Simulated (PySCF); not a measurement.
TeF3, SMILES F[Te](F)F, multiplicity 2.

The structure is a stationary point at B3LYP-D3(BJ)/def2-SVP. The spin state was assumed, not searched. The isomer is the one that the SMILES or the coordinates give; other isomers of the formula were not compared. The def2 effective core potentials stand for the cores of Te; spin–orbit coupling is left out.

Level of theory: PBE/def2-TZVPD in PySCF.

Isolated molecule, no solvent.

total energy: -567.42828 hartree
point group: C2v
α spin, highest occupied and lowest empty level: -6.87 and -3.84 eV
β spin, highest occupied and lowest empty level: -8.69 and -5.75 eV
dipole moment: 2.28 D
quadrupole, principal values (traceless, Buckingham form, about the centre of nuclear charge): -10.90, 3.89, 7.01 D·Å
mean static polarisability: 43.1 bohr³ (6.38 Å³)
polarisability, principal values: 34.2, 40.7, 54.4 bohr³
⟨S²⟩: 0.752 (pure state 0.75)
